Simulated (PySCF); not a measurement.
# Spin-rotation constants: `C=C[Si]1([Se]C)CC1`, C$_{5}$H$_{10}$SeSi

Molfile (atoms numbered from 1):
```
C5H10SeSi
     RDKit          3D

 17 17  0  0  0  0  0  0  0  0999 V2000
   -2.1792   -2.2473    0.0878 C   0  0  0  0  0  0  0  0  0  0  0  0
   -2.0574   -0.9480   -0.1259 C   0  0  0  0  0  0  0  0  0  0  0  0
   -0.4239   -0.0512    0.0412 Si  0  0  0  0  0  4  0  0  0  0  0  0
    1.2815   -1.5220    0.4775 Se  0  0  0  0  0  2  0  0  0  0  0  0
    2.7931   -0.3425    0.1139 C   0  0  0  0  0  0  0  0  0  0  0  0
   -0.3760    1.7384    0.6549 C   0  0  0  0  0  0  0  0  0  0  0  0
   -0.1015    1.5848   -0.8514 C   0  0  0  0  0  0  0  0  0  0  0  0
   -3.1190   -2.7692   -0.0007 H   0  0  0  0  0  0  0  0  0  0  0  0
   -1.3236   -2.8487    0.3625 H   0  0  0  0  0  0  0  0  0  0  0  0
   -2.9191   -0.3575   -0.4000 H   0  0  0  0  0  0  0  0  0  0  0  0
    3.6953   -0.9242    0.2792 H   0  0  0  0  0  0  0  0  0  0  0  0
    2.7654    0.5029    0.7949 H   0  0  0  0  0  0  0  0  0  0  0  0
    2.7490   -0.0095   -0.9189 H   0  0  0  0  0  0  0  0  0  0  0  0
    0.4535    2.1011    1.2455 H   0  0  0  0  0  0  0  0  0  0  0  0
   -1.2911    2.2510    0.9126 H   0  0  0  0  0  0  0  0  0  0  0  0
   -0.8493    2.0006   -1.5104 H   0  0  0  0  0  0  0  0  0  0  0  0
    0.8951    1.8530   -1.1727 H   0  0  0  0  0  0  0  0  0  0  0  0
  1  2  2  0
  2  3  1  0
  3  4  1  0
  4  5  1  0
  3  6  1  0
  6  7  1  0
  7  3  1  0
  1  8  1  0
  1  9  1  0
  2 10  1  0
  5 11  1  0
  5 12  1  0
  5 13  1  0
  6 14  1  0
  6 15  1  0
  7 16  1  0
  7 17  1  0
M  END
```

Method used: GIAO B97-2/pcSseg-1 magnetisability, rotational g tensor and spin-rotation constants, non-relativistic, gas phase in PySCF. Geometry: GFN2-xTB.

The calculation is non-relativistic, which matters for the atoms heavier than Zn.

Q: Give the nuclear spin-rotation constants along the inertial axes (H = +C I·J) beside the isotropic shieldings.

A: Rotational constants 1.7702, 1.2348, 0.7813 GHz. A star marks the isotopologue with that one atom substituted, in its own axes.
```csv
atom,isotope,Caa (kHz),Cbb (kHz),Ccc (kHz),mean (kHz),σ (ppm)
H8,1H,-0.007,0.012,-0.087,-0.028,25.2
H9,1H,0.149,-0.103,-0.090,-0.015,25.7
H10,1H,0.161,-0.109,-0.094,-0.014,25.8
H11,1H,0.027,-0.131,-0.086,-0.063,30.3
H12,1H,-0.170,-0.073,-0.031,-0.091,30.0
H13,1H,-0.161,-0.120,-0.003,-0.094,29.9
H14,1H,-0.107,-0.079,-0.062,-0.083,30.8
H15,1H,-0.010,-0.126,-0.076,-0.071,31.0
H16,1H,-0.038,-0.120,-0.068,-0.075,30.9
H17,1H,-0.087,-0.066,-0.078,-0.077,30.8
C1,13C*,0.908,0.425,0.103,0.479,43.4
C2,13C*,0.854,0.436,0.104,0.465,49.4
Si3,29Si*,-0.478,-0.894,-0.519,-0.630,417.1
Se4,77Se*,1.359,1.081,1.061,1.167,2147.8
C5,13C*,0.227,0.149,0.100,0.159,178.6
C6,13C*,0.167,0.165,0.101,0.144,183.9
```
For the geometry as given, no vibrational averaging.

Q: How do the rotational constants and the g tensor change when H8, H9, H10, H11, H12, H13, H14, H15, H16, H17 are replaced by deuterium?

A: Constants 1.4840, 1.0863, 0.6815 GHz; g -0.0082, -0.0067, 0.0011, against -0.0101, -0.0074, 0.0013 before.
